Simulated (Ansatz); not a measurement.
```xyz
12

S     1.947    1.979    0.232
Si    1.741    0.055   -0.693
Si    0.071   -1.167    0.392
Ge   -1.968    0.058    0.286
H     0.642    2.291    0.146
H     1.429    0.174   -2.143
H     3.084   -0.565   -0.547
H     0.455   -1.375    1.814
H    -0.123   -2.495   -0.255
H    -2.422    0.206   -1.177
H    -1.768    1.471    0.865
H    -3.087   -0.633    1.081
```

Total charge 0; spin multiplicity 1.

List the PBE/def2-TZVPP orbital energies in eV (the Gaussian-basis code of Ansatz). (An estimate is asked.)

Computed: Occupied: -10804.50, -2395.86, -1780.19, -1779.75, -1337.90, -1191.31, -1191.30, -1191.30, -208.82, -162.46, -154.97, -154.88, -154.74, -137.90, -137.53, -113.89, -113.89, -113.88, -94.67, -94.61, -94.60, -94.26, -94.25, -94.24, -29.72, -29.72, -29.69, -29.66, -29.65, -18.32, -14.51, -13.38, -12.11, -10.27, -9.12, -8.80, -8.60, -8.34, -8.19, -7.65, -7.15, -6.16. Lowest empty: -1.40, -1.06, -0.71, -0.47, -0.41, -0.13, 0.39, 0.69.
